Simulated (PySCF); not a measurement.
## Electron correlation in N⁺ (nitrogen, charge +1)

[He] 2s2 2p2, high-spin 3P determinant. Computed with PySCF 2.14 in ANO-R3, with scalar relativity by spin-free X2C-1e. Frozen: 1s2; 4 electrons correlated.

MP2 pair energies summed by pair of shells (mhartree):

```json
{"pair": "2s-2p", "energy": "-44.47", "share (%)": "61.0"}
{"pair": "2s-2s", "energy": "-20.77", "share (%)": "28.5"}
{"pair": "2p-2p", "energy": "-7.63", "share (%)": "10.5"}
```

Total MP2 correlation energy: -72.87 mhartree.

Same-spin part -13.17 and opposite-spin part -59.70 mhartree; SCS-MP2 scales them by 1/3 and 6/5 to -76.03 mhartree.
